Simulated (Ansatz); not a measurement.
One change: `ClCCI` becomes `FCCI`.

Ansatz, PBE0-D4/def2-TZVP geometries, multiplicity 1. Each molecule was computed in one conformer, which needn't be the lowest.

Elements past krypton have def2 core potentials.

| property | `ClCCI` |
| --- | --- |
| HOMO energy (PBE0/def2-TZVPP) / eV | -7.59 |
| LUMO energy (PBE/def2-TZVPP) / eV | -2.03 |
| HOMO energy (ωB97M-V/def2-TZVPP) / eV | -9.76 |
| HOMO–LUMO gap (B3LYP/def2-TZVPP) / eV | 6.00 |
| HOMO energy (PBE/def2-TZVPP) / eV | -6.42 |
| LUMO energy (PBE0/def2-TZVPP) / eV | -1.10 |

**Question.** What does the change do to each property? (An estimate is asked.)

**Answer.** Computed: 
```json
{"property": "HOMO energy (PBE0/def2-TZVPP) / eV", "`FCCI`": "-7.59", "shift": "0.00"}
{"property": "LUMO energy (PBE/def2-TZVPP) / eV", "`FCCI`": "-1.96", "shift": "0.07"}
{"property": "HOMO energy (ωB97M-V/def2-TZVPP) / eV", "`FCCI`": "-9.77", "shift": "-0.01"}
{"property": "HOMO–LUMO gap (B3LYP/def2-TZVPP) / eV", "`FCCI`": "6.06", "shift": "0.06"}
{"property": "HOMO energy (PBE/def2-TZVPP) / eV", "`FCCI`": "-6.42", "shift": "0.00"}
{"property": "LUMO energy (PBE0/def2-TZVPP) / eV", "`FCCI`": "-1.03", "shift": "0.07"}
```

B3LYP here is the variant with VWN-RPA as its local correlation; programs differ in this.

Spin–orbit coupling is left out; it splits and shifts lone-pair levels of the heavy atoms by tenths of an eV.
